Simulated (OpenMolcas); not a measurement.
## Exact exchange and the dipole moment of GaBr

The species is GaBr (2 atoms), meant as a singlet with charge 0. SMILES: `[Ga][Br]`. The shape is that of a PBE0-D4/def2-TZVP optimisation.

The dipole moment y, in D, basis aug-cc-pVTZ; a is the functional's share of exact exchange. Programs: OpenMolcas 26.06.

| functional | program | a | y (D) |
| --- | --- | --- | --- |
| revPBE | OpenMolcas | 0 | 2.32 |
| TPSS | OpenMolcas | 0 | 2.33 |
| B3LYP | OpenMolcas | 0.2 | ? |
| PBE0 | OpenMolcas | 0.25 | 2.49 |
| BHLYP | OpenMolcas | 0.5 | 2.67 |

Question: Fit y = c + s·a to the known rows and predict B3LYP.

Answer: 
1. Means of the 4 rows: a = 0.1875, y = 2.453.
2. Σ(Δa)² = 0.17188, Σ(Δa·Δy) = 0.11813, so the slope is 0.11813/0.17188 = 0.68728.
3. Intercept: 2.453 − (0.68728) × 0.1875 = 2.324. The largest residual of the fit is 0.006.
4. B3LYP: 2.324 + (0.68728) × 0.2 = 2.46 D.

The run gave 2.55 D, so the prediction is off by -0.09 D, more than the scatter of the fit. More exact exchange makes the molecule more polar here. The rows mix families of semi-local functionals, which the line can't see.
